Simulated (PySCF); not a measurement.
Species: C5H8N2O2.
SMILES: `CC(C)Oc1ncno1`

The closed-shell SCF was solved with PySCF and density fitting under several settings on one GFN2-xTB geometry (grid level 2 and gas phase unless stated).

```tsv
settings	basis functions	SCF cycles	E (Eh)	HOMO (eV)	LUMO (eV)	dipole (D)
PBE0/pcSseg-1	193	15	-454.6965	-7.68	-0.16	3.45
PBE0/def2-SVPD	250	15	-454.4399	-7.70	-0.26	3.48
LDA/pcSseg-1, fitting basis def2-universal-jkfit	193	13	-451.4966	-6.65	-1.45	3.44
revPBE/6-31G, grid level 4	97	16	-454.9565	-6.31	-1.11	3.58
OLYP/def2-SVPD, grid level 1	250	13	-454.8058	-6.29	-1.06	3.43
```

Problem. Estimate the rows for these settings: (1) HCTH407/6-31G*, IEF-PCM water, grid level 3; (2) KT3/pcSseg-1, IEF-PCM acetone.

Solution. 
| settings | basis functions | SCF cycles | E (Eh) | HOMO (eV) | LUMO (eV) | dipole (D) |
| --- | --- | --- | --- | --- | --- | --- |
| HCTH407/6-31G*, IEF-PCM water, grid level 3 | 142 | 16 | -455.1841 | -6.35 | -1.07 | 4.04 |
| KT3/pcSseg-1, IEF-PCM acetone | 193 | 16 | -461.9788 | -6.51 | -1.21 | 4.12 |

Problem. Over all rows, what range does the HOMO–LUMO gap span?

Solution. From 5.20 eV to 7.52 eV.

Problem. Compare two rows with the functional PBE0: PBE0/pcSseg-1 and PBE0/def2-SVPD. Which energy is lower, and by how much?

Solution. PBE0/pcSseg-1 (193 functions) lies 0.2566 Eh or 161 kcal/mol below PBE0/def2-SVPD (250 functions). The smaller set gives the lower energy; the two sets aren't nested, so the variational bound doesn't order them by size.

Cycle counts include a coarse-grid stage where the run had one. All basis functions are spherical, in the Pople sets too. KT3 was designed for NMR shieldings or shifts; total energies of different functionals aren't comparable. The structure is a single GFN2-xTB conformer; no vibrational corrections.

The values belong to the conformer `[CH3:1][CH:2]([CH3:3])[O:4][c:5]1[n:6][cH:7][n:8][o:9]1`: C1–C2–O4–C5 -161°, C2–O4–C5–N6 1°.
